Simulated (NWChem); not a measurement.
Species: BHCl cation

```xyz
3

B      0.0000     0.0000    -1.0919
Cl     0.0000     0.0000     0.5077
H      0.0000     0.0000    -2.2675
```
Atoms are numbered in this order, from 1.

Level: B3LYP/6-31G* (spherical d) (NWChem), optimised geometry, unscaled harmonic frequencies. 

Problem. List the harmonic frequencies with IR intensities, and the thermochemistry.

Solution. 
```
frequency (cm⁻¹)  IR intensity (km/mol)
----------------  ---------------------
683                                12.0
683                                12.0
1132                              176.7
2890                               11.5
```

```
Quantity                                                                           Result
-----------------------------------------------------------------------  ----------------
zero-point energy                                                            7.7 kcal/mol
thermal correction to the enthalpy at 298.15 K (with zero-point energy)      9.9 kcal/mol
heat capacity Cv                                                          6.9 cal/(mol K)
entropy at 298.15 K and 1 atm (symmetry number 1)                        51.7 cal/(mol K)
```

Rigid rotor and harmonic oscillator.
